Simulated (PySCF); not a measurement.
# IO2: from structure and modes to constants

All numbers come from UPBE0/[I def2-TZVP with ECP28, O def2-TZVP], scalar-relativistic core potentials, density fitting, no spin–orbit coupling, PySCF.

The doublet minimum has C2v symmetry. Masses (u): I 126.90447, O 15.99492.

```xyz
3
charge 0 multiplicity 2, angstrom
I     0.0000    0.0000   -0.2069
O     1.4646    0.0000    0.8229
O    -1.4646    0.0000    0.8229
```

Harmonic wavenumbers (cm⁻¹): 283.0 (a1, ×1), 836.4 (a1, ×1), 855.4 (b2, ×1).

(1) Find the principal moments of inertia and the rotational constants. What kind of rotor is it?

(2) What is the harmonic zero-point energy?

(3) Give the standard entropy (298.15 K, 1 bar) by its translational, rotational, vibrational and spin parts, and Cp.

Answers

(1) About the centre of mass I = 27.092, 68.618, 95.71 u Å². With B = 16.8576/I this gives 0.6222, 0.2457, 0.1761 cm⁻¹. The molecule is an asymmetric top with κ = -0.69.

(2) Half the sum of all 3 wavenumbers, 1975/2 = 987 cm⁻¹, which is 11.8 kJ/mol (1 cm⁻¹ = 0.0119627 kJ/mol).

(3) Sackur–Tetrode with M = 158.89 u gives 172.1; rotation with symmetry number 2 gives 93.0; vibration 7.8; spin R ln 2 = 5.8. The total is 278.6 J/(mol K), and Cp = 4 R + 12.0 = 45.2 J/(mol K).

Other isomers or separated fragments may lie lower. Spin–orbit coupling, left out here, can matter for elements this heavy.
